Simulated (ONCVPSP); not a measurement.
## bromine (Br), ONCV: configuration errors across variants

Br, optimised norm-conserving Vanderbilt (ONCV), made with ONCVPSP 4.0.1 (LDA (Perdew-Zunger), scalar-relativistic). Core [Ne] 3s2, reference 3p6 3d10 4s2 4p5. Waves: 4s: rc 1.25 bohr, ncon 4, nbas 7, qcut 4.6 1/bohr, 3 projectors, debl 1.3 Ha; 3p+4p: rc 1.10 bohr, ncon 3, nbas 6, qcut 12.8 1/bohr, 3 projectors, debl 3.6 Ha; 3d: rc 0.55 bohr, ncon 3, nbas 6, qcut 16.4 1/bohr, 2 projectors, debl 3.6 Ha. Local part: polynomial inside 0.55 bohr (lpopt 5, dvloc0 2 Ha). Core correction: Teter function, fcfact 1.75, rcfact 1.6.

All-electron excitation energies from the reference (eV): (1) 3p6 3d10 4s2 4p4 12.708; (2) 3p6 3d10 4s2 4p3 35.652; (3) 3p6 3d10 4s2 4p2 69.873; (4) 3p6 3d10 4s1 4p5 25.751.

1 further variants failed, have other tests or too few solved ones, and are left out.

A true bound ghost makes a file unfit for plane-wave use even where its test errors are small: the radial tests pick states by their node count and pass the ghost by.

Errors AE − PS in meV (a dash: test not solved or not reliable):

| change | (1) | (2) | (3) | (4) | bound ghosts | GHOST(+) flags above zero |
| --- | --- | --- | --- | --- | --- | --- |
| base | -2.4 | -7.4 | -16 | -8.3 | s | s |
| all radii but the core radius scaled by about 0.92 (s 1.16, p 1.02, d 0.50 bohr); local potential polynomial inside 0.50 bohr (lpopt 5, dvloc0 2 Ha) | -8.8 | -23 | -44 | -8.4 | s | s, p, d |
| all radii but the core radius scaled by about 1.12 (s 1.40, p 1.24, d 0.62 bohr); local potential polynomial inside 0.62 bohr (lpopt 5, dvloc0 2 Ha) | -2.4 | -7.6 | -17 | -8.0 | s | s |
| all radii but the core radius scaled by about 1.19 (s 1.48, p 1.30, d 0.66 bohr); local potential polynomial inside 0.66 bohr (lpopt 5, dvloc0 2 Ha) | -2.5 | -7.7 | -17 | -8.2 | s | none |

Q: Give the same row for: all radii but the core radius scaled by about 1.29 (s 1.62, p 1.42, d 0.70 bohr); local potential polynomial inside 0.70 bohr (lpopt 5, dvloc0 2 Ha).

A: -2.5, -7.5, -16, -9.9; bound ghosts: s; GHOST(+) flags above zero: s.
